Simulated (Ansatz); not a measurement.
C4H2F2Ti, SMILES `C#[C][Ti]([F])([F])[C]#C` from Hartree–Fock to CCSD(T)

```xyz
9

C     2.4620    0.3389   -1.1256
C     1.4829   -0.1731   -0.6208
Ti   -0.1364   -1.0171    0.2131
F     0.3056   -1.7690    1.7161
F    -0.8329   -2.1622   -0.8932
C    -1.4436    0.4665    0.5598
C    -2.2334    1.3654    0.7687
H     3.3205    0.7925   -1.5689
H    -2.9247    2.1580    0.9508
```

Charge 0, multiplicity 1. Correlated methods include outer-core shells of Ti, which these sets cover unevenly. Scalar relativity is left out up to krypton. The structure was optimised at the PBE0-D4/def2-TZVP level. Frozen core, restricted reference, the Gaussian-basis code of Ansatz.

```tsv
basis	HF (Eh)	MP2 corr.	CCSD corr.	(T)	CCSD(T) total
def2-SVP	-1199.52158	-1.18012	-1.19345	-0.05594	-1200.77097
def2-TZVPP	-1200.08161	-1.51878	-1.52253	-0.08216	-1201.68630
def2-QZVPP	-1200.11137	-1.63819	–	–	–
```
